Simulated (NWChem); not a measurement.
Species: AsH, triplet; SMILES [AsH]

Computed with NWChem. Spin-unrestricted. Geometry: optimised at PBE0-D3(BJ)/def2-TZVP, spin-unrestricted. No stability test was run on the SCF state. Level PBE/def2-SVP: energy and gradient on several grids; changes count from the extra-fine grid, which is no exact limit either.

```
grid     size of the energy change (μHa)  largest change of a gradient component (μHa/bohr)
-------  -------------------------------  -------------------------------------------------
xcoarse                              900                                               8000
coarse                                60                                                500
medium                                10                                                100
fine                                < 10                                               < 30
xfine                               < 10                                               < 30
```
